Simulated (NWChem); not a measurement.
Program: NWChem. System: hydrogen bromide (HBr), charge 0, spin multiplicity 1, at a geometry optimised with PBE0/def2-SVP. Level: TD-B3LYP/def2-SVPD, VWN1-RPA local correlation.

Job file:

```
start mol
memory heap 200 mb stack 800 mb global 1000 mb
geometry units angstroms nocenter noautoz
  Br     0.000000     0.000000     0.039510
  H      0.000000     0.000000    -1.382857
  symmetry group C2v
end
basis spherical
  * library def2-svpd
end
dft
  xc b3lyp
  semidirect memsize 60000000 filesize 0
  iterations 100
end
tddft
  rpa
  nroots 5
  notriplet
  thresh 1e-4
end
task tddft energy
```

Part of the output:

```
             Northwest Computational Chemistry Package (NWChem) 7.3.0
             --------------------------------------------------------

                                NWChem Input Module
                                -------------------

 Scaling coordinates for geometry "geometry" by  1.889725989
 (inverse scale =  0.529177249)

 Turning off AUTOSYM since
 SYMMETRY directive was detected!

                             Geometry "geometry" -> ""
                             -------------------------

 Output coordinates in angstroms (scale by  1.889725989 to convert to a.u.)

  No.       Tag          Charge          X              Y              Z
 ---- ---------------- ---------- -------------- -------------- --------------
    1 Br                  35.0000     0.00000000     0.00000000     0.03951000
    2 H                    1.0000     0.00000000     0.00000000    -1.38285700

 Effective nuclear repulsion energy (a.u.)      13.0213958247

            Nuclear Dipole moment (a.u.)
            ----------------------------
        X                 Y               Z
 ---------------- ---------------- ----------------
     0.0000000000     0.0000000000    -0.0000132281

      Symmetry information
      --------------------

 Group name             C2v
 Group number             16
 Group order               4
 No. of unique centers     2

      Symmetry unique atoms

     1    2


 Summary of "ao basis" -> "" (spherical)
 ------------------------------------------------------------------------------
       Tag                 Description            Shells   Functions and Types
 ---------------- ------------------------------  ------  ---------------------
 *                         def2-svpd                  on all atoms

                                 NWChem DFT Module
                                 -----------------

 Summary of "ao basis" -> "ao basis" (spherical)
 ------------------------------------------------------------------------------
       Tag                 Description            Shells   Functions and Types
 ---------------- ------------------------------  ------  ---------------------
 Br                        def2-svpd                15       41   6s5p4d
 H                         def2-svpd                 4        8   2s2p

 Summary of "ao basis" -> "ao basis" (spherical)
 ------------------------------------------------------------------------------
       Tag                 Description            Shells   Functions and Types
 ---------------- ------------------------------  ------  ---------------------
 Br                        def2-svpd                15       41   6s5p4d
 H                         def2-svpd                 4        8   2s2p

      Symmetry analysis of basis
      --------------------------

        a1         23
        a2          4
        b1         11
        b2         11

            General Information
            -------------------
          SCF calculation type: DFT
          Wavefunction type:  closed shell.
          No. of atoms     :     2
          No. of electrons :    36
           Alpha electrons :    18
            Beta electrons :    18
          Charge           :     0
          Spin multiplicity:     1
          Use of symmetry is: off; symmetry adaption is: on
          Maximum number of iterations: 100
          AO basis - number of functions:    49
                     number of shells:    19
          Convergence on energy requested:  1.00D-06
          Convergence on density requested:  1.00D-05
          Convergence on gradient requested:  5.00D-04

              XC Information
              --------------
                         B3LYP Method XC Potential
                     Hartree-Fock (Exact) Exchange  0.200
                        Slater Exchange Functional  0.800 local
                    Becke 1988 Exchange Functional  0.720 non-local
              Lee-Yang-Parr Correlation Functional  0.810
                  VWN I RPA Correlation Functional  0.190 local

             Grid Information
             ----------------
          Grid used for XC integration:  medium
          Radial quadrature: Mura-Knowles
          Angular quadrature: Lebedev.
          Tag              B.-S. Rad. Rad. Pts. Rad. Cut. Ang. Pts.
          ---              ---------- --------- --------- ---------
          Br                  1.15      112           8.0       590
          H                   0.35       45           8.0       434
          Grid pruning is: on
          Number of quadrature shells:   157
          Spatial weights used:  Erf1

          Convergence Information
          -----------------------
          Convergence aids based upon iterative change in
          total energy or number of iterations.
          Levelshifting, if invoked, occurs when the
          HOMO/LUMO gap drops below (HL_TOL):  1.00D-02
          DIIS, if invoked, will attempt to extrapolate
          using up to (NFOCK): 10 stored Fock matrices.

                    Damping( 0%)  Levelshifting(0.5)       DIIS
                  --------------- ------------------- ---------------
          dE  on:    start            ASAP                start
          dE off:    2 iters        100 iters           100 iters

      Screening Tolerance Information
      -------------------------------
          Density screening/tol_rho:  1.00D-10
          AO Gaussian exp screening on grid/accAOfunc:  14
          CD Gaussian exp screening on grid/accCDfunc:  20
          XC Gaussian exp screening on grid/accXCfunc:  20
          Schwarz screening/accCoul:  1.00D-08
[...]
           7.190573073844           0.000000000000           0.000000000000
           0.000000000000           7.190573073844           0.000000000000
           0.000000000000           0.000000000000           0.000000000000

     Multipole analysis of the density
     ---------------------------------

     L   x y z        total         alpha         beta         nuclear
     -   - - -        -----         -----         ----         -------
     0   0 0 0     -0.000000    -18.000000    -18.000000     36.000000

     1   1 0 0      0.000000      0.000000      0.000000      0.000000
     1   0 1 0     -0.000000     -0.000000     -0.000000      0.000000
     1   0 0 1     -0.332229     -0.166108     -0.166108     -0.000013

     2   2 0 0    -14.959677     -7.479838     -7.479838      0.000000
     2   1 1 0      0.000000      0.000000      0.000000      0.000000
     2   1 0 1      0.000000      0.000000      0.000000      0.000000
     2   0 2 0    -14.959677     -7.479838     -7.479838      0.000000
     2   0 1 1      0.000000      0.000000      0.000000      0.000000
     2   0 0 2    -11.828825     -9.426429     -9.426429      7.024033

                                NWChem TDDFT Module
                                -------------------

            General Information
            -------------------
           No. of orbitals :      98
            Alpha orbitals :      49
             Beta orbitals :      49
        Alpha frozen cores :       0
         Beta frozen cores :       0
     Alpha frozen virtuals :       0
      Beta frozen virtuals :       0
         Spin multiplicity :       1
    Number of AO functions :      49
        Use of symmetry is : off
      Symmetry adaption is : on
         Schwarz screening :  0.10D-07

              XC Information
              --------------
                  B3LYP Method XC Potential
              Hartree-Fock (Exact) Exchange   0.20
                 Slater Exchange Functional   0.80 local
             Becke 1988 Exchange Functional   0.72 non-local
       Lee-Yang-Parr Correlation Functional   0.81
           VWN I RPA Correlation Functional   0.19 local

             TDDFT Information
             -----------------
          Calculation type : TDDFT
         Wavefunction type : Restricted singlets
          No. of electrons :      36
           Alpha electrons :      18
            Beta electrons :      18
              No. of roots :       5
          Max subspacesize :    5000
            Max iterations :     100
               Target root :       1
           Target symmetry : none
      Symmetry restriction : off
                 Algorithm : Optimal
        Davidson threshold :  0.10D-03

            Memory Information
            ------------------
          Available GA space size is         131069599 doubles
          Available MA space size is          37548972 doubles
          Length of a trial vector is          558
          Algorithm : Incore multiple tensor contraction
          Estimated peak GA usage is          11271224 doubles
          Estimated peak MA usage is             18000 doubles

    5 smallest eigenvalue differences (eV)
--------------------------------------------------------
  No. Spin  Occ  Vir  Irrep   E(Occ)    E(Vir)   E(Diff)
--------------------------------------------------------
    1    1   18   19 b1       -0.313    -0.028     7.758
    2    1   17   19 b2       -0.313    -0.028     7.758
    3    1   18   20 b1       -0.313     0.043     9.692
    4    1   17   20 b2       -0.313     0.043     9.692
    5    1   18   21 b1       -0.313     0.052     9.934
--------------------------------------------------------

  Entering Davidson iterations
  Restricted singlet excited states

  Iter   NTrls   NConv    DeltaV     DeltaE      Time
  ----  ------  ------  ---------  ---------  ---------
    1      5       0     0.10E+00   0.10+100        4.2
    2     15       0     0.19E-01   0.54E-02        4.7
    3     25       0     0.51E-02   0.25E-03        5.2
    4     35       0     0.15E-02   0.13E-04        5.6
    5     45       3     0.33E-03   0.72E-06        5.6
    6     49       5     0.45E-04   0.31E-07        4.2
  ----  ------  ------  ---------  ---------  ---------
  Convergence criterion met

  Ground state a1      -2574.479380462609 a.u.

  ----------------------------------------------------------------------------
  Root   1 singlet b1             0.239138891 a.u.                6.5073 eV
  ----------------------------------------------------------------------------
     Transition Moments    X -0.32452   Y -0.00091   Z  0.00000
     Transition Moments   XX  0.00000  XY -0.00000  XZ -0.13450
     Transition Moments   YY -0.00000  YZ -0.00038  ZZ -0.00000
     Dipole Oscillator Strength                    0.0167893684
     Electric Quadrupole                           0.0000000013
     Magnetic Dipole                               0.0000002786
     Total Oscillator Strength                     0.0167896483

          sigma_e =   1.9926 Angstrom
          sigma_h =   1.2354 Angstrom
         |d_h->e| =   0.7392 Angstrom
            d_exc =   2.4622 Angstrom
            d_CD1 =   1.4964 Angstrom
            d_CD2 =  -0.8748 Angstrom
            d_CD3 =   3.2014 Angstrom
     Pearson C.C. =  -0.0039

     Occ.   18  b1  ---  Virt.   19  a1   0.99736 X
     Occ.   18  b1  ---  Virt.   20  a1  -0.05050 X
  ----------------------------------------------------------------------------
  Root   2 singlet b2             0.239138892 a.u.                6.5073 eV
  ----------------------------------------------------------------------------
     Transition Moments    X -0.00091   Y  0.32452   Z  0.00000
     Transition Moments   XX -0.00000  XY -0.00000  XZ -0.00038
     Transition Moments   YY -0.00000  YZ  0.13449  ZZ -0.00000
     Dipole Oscillator Strength                    0.0167893913
     Electric Quadrupole                           0.0000000013
     Magnetic Dipole                               0.0000002786
     Total Oscillator Strength                     0.0167896711

          sigma_e =   1.9926 Angstrom
          sigma_h =   1.2354 Angstrom
         |d_h->e| =   0.7392 Angstrom
            d_exc =   2.4622 Angstrom
            d_CD1 =   1.4964 Angstrom
            d_CD2 =  -0.8748 Angstrom
            d_CD3 =   3.2014 Angstrom
     Pearson C.C. =  -0.0039

     Occ.   17  b2  ---  Virt.   19  a1  -0.99736 X
     Occ.   17  b2  ---  Virt.   20  a1   0.05050 X
  ----------------------------------------------------------------------------
  Root   3 singlet b1             0.316952998 a.u.                8.6247 eV
  ----------------------------------------------------------------------------
     Transition Moments    X -0.78521   Y -0.00003   Z  0.00000
     Transition Moments   XX -0.00001  XY  0.00000  XZ  0.89155
     Transition Moments   YY -0.00001  YZ  0.00004  ZZ -0.00001
     Dipole Oscillator Strength                    0.1302796812
     Electric Quadrupole                           0.0000001348
     Magnetic Dipole                               0.0000001610
     Total Oscillator Strength                     0.1302799770

          sigma_e =   2.5681 Angstrom
          sigma_h =   1.2356 Angstrom
         |d_h->e| =   0.7355 Angstrom
            d_exc =   2.9379 Angstrom
            d_CD1 =   2.0680 Angstrom
            d_CD2 =  -1.1664 Angstrom
            d_CD3 =   3.6734 Angstrom
     Pearson C.C. =   0.0049

     Occ.   17  b2  ---  Virt.   27  a2  -0.08107 X
     Occ.   18  b1  ---  Virt.   19  a1   0.05946 X
     Occ.   18  b1  ---  Virt.   20  a1   0.97064 X
     Occ.   18  b1  ---  Virt.   21  a1  -0.19972 X
     Occ.   18  b1  ---  Virt.   26  a1  -0.08107 X
  ----------------------------------------------------------------------------
  Root   4 singlet b2             0.316953000 a.u.                8.6247 eV
  ----------------------------------------------------------------------------
     Transition Moments    X  0.00003   Y -0.78521   Z  0.00000
     Transition Moments   XX -0.00000  XY -0.00000  XZ -0.00004
     Transition Moments   YY -0.00000  YZ  0.89154  ZZ -0.00000
     Dipole Oscillator Strength                    0.1302796679
     Electric Quadrupole                           0.0000001348
     Magnetic Dipole                               0.0000001610
     Total Oscillator Strength                     0.1302799638

          sigma_e =   2.5681 Angstrom
          sigma_h =   1.2356 Angstrom
         |d_h->e| =   0.7355 Angstrom
            d_exc =   2.9379 Angstrom
            d_CD1 =   2.0680 Angstrom
            d_CD2 =  -1.1664 Angstrom
            d_CD3 =   3.6734 Angstrom
     Pearson C.C. =   0.0049

     Occ.   17  b2  ---  Virt.   19  a1   0.05946 X
     Occ.   17  b2  ---  Virt.   20  a1   0.97064 X
     Occ.   17  b2  ---  Virt.   21  a1  -0.19972 X
     Occ.   17  b2  ---  Virt.   26  a1   0.08107 X
     Occ.   18  b1  ---  Virt.   27  a2  -0.08107 X
  ----------------------------------------------------------------------------
  Root   5 singlet b1             0.326658859 a.u.                8.8888 eV
  ----------------------------------------------------------------------------
     Transition Moments    X -0.43504   Y  0.00000   Z  0.00000
     Transition Moments   XX -0.00001  XY  0.00000  XZ -1.21030
     Transition Moments   YY -0.00001  YZ  0.00000  ZZ -0.00001
     Dipole Oscillator Strength                    0.0412159595
     Electric Quadrupole                           0.0000002719
     Magnetic Dipole                               0.0000000002
     Total Oscillator Strength                     0.0412162316

          sigma_e =   2.9511 Angstrom
          sigma_h =   1.2355 Angstrom
         |d_h->e| =   0.9697 Angstrom
            d_exc =   3.3411 Angstrom
            d_CD1 =   2.6853 Angstrom
            d_CD2 =  -1.1236 Angstrom
            d_CD3 =   4.3108 Angstrom
     Pearson C.C. =   0.0017

     Occ.   18  b1  ---  Virt.   20  a1  -0.20471 X
     Occ.   18  b1  ---  Virt.   21  a1  -0.97800 X

              Target root =      1
          Target symmetry = none
      Ground state energy =  -2574.479380462609
        Excitation energy =      0.239138890810
     Excited state energy =  -2574.240241571799

  stored tddft:energy   -2574.2402415717988

 Task  times  cpu:       31.8s     wall:       31.8s

 Total times  cpu:       31.8s     wall:       31.8s
```
